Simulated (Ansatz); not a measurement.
System: C2H10NSi2, charge 0, multiplicity 2. It need not be the lowest isomer of its formula. SMILES: C[Si](C)N[SiH3]
Coordinates optimised at B3LYP-D3(BJ)/def2-TZVP (Ansatz, a quantum-chemistry and plane-wave program):
```xyz
15

Si    -0.8572     0.0096    -0.6277
C     -1.9340     1.5564    -0.5461
C     -1.3451    -1.2302     0.7042
N      0.8012     0.4571    -0.3293
Si     2.0370    -0.4101     0.5211
H     -2.9777     1.3143    -0.7548
H     -1.6140     2.3044    -1.2740
H     -1.8742     2.0028     0.4517
H     -2.3810    -1.5450     0.5664
H     -0.7216    -2.1256     0.6751
H     -1.2540    -0.7822     1.6988
H      1.1291     1.2689    -0.8346
H      2.1496    -1.8130     0.0513
H      3.3248     0.2854     0.2906
H      1.7679    -0.4605     1.9788
```
Charge 0, spin multiplicity 2.

Property: atomisation energy (electronic, to ground-state atoms), in kJ/mol. Valence correlation only, unless marked. UHF or UKS for open shells. Spin-orbit coupling is left out. Non-relativistic. The coupled-cluster limit lacks core correlation, which all-electron functionals hold. CBS(X,Y): correlation extrapolated as X^-3; Hartree-Fock from the larger set.

```
level                         program  atomisation energy (kJ/mol)
---------------------  --------------  ---------------------------
PBE0-D3(BJ)/def2-TZVP  Ansatz + dftd3                       5237.9
```

Q: Predict the CCSD(T)/CBS(cc-pV(T+d)Z,cc-pV(Q+d)Z) result (Ansatz).

A: 5253.5 kJ/mol
